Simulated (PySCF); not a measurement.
Zn(F)(NMe2) (C2H6FNZn), SMILES [F][Zn][N](C)C.

The structure is a stationary point at B3LYP-D3(BJ)/def2-SVP. The structure was generated by enumeration; whether it is a known compound was not checked. One conformer was computed; it need not be the lowest.

Two levels are set side by side: TDDFT-PBE/def2-SVPD (PySCF) and TDDFT-LC-ωPBE/def2-SVPD (PySCF). Vertical, same geometry. The lowest singlet is HOMO→LUMO 99 % with PBE and HOMO→LUMO 90 % with the other functional; states are paired by order. Differences are taken from unrounded values.

```tsv
quantity	TDDFT-LC-ωPBE	TDDFT-PBE	TDDFT-PBE minus TDDFT-LC-ωPBE
lowest singlet excitation (eV)	4.64	3.18	-1.46
lowest triplet excitation (TDA) (eV)	4.18	2.81	-1.37
first bright state (f over 0.05) (eV)	6.03	4.70	-1.32
its oscillator strength	0.06	0.05	-0.01
```

A lower first singlet is the usual sign of a functional without exact exchange. Differences between two approximate levels are no errors against the true value.

Rough cost on one machine, each run with all the roots and properties that it gave: TDDFT-LC-ωPBE against TDDFT-PBE about 9 times.
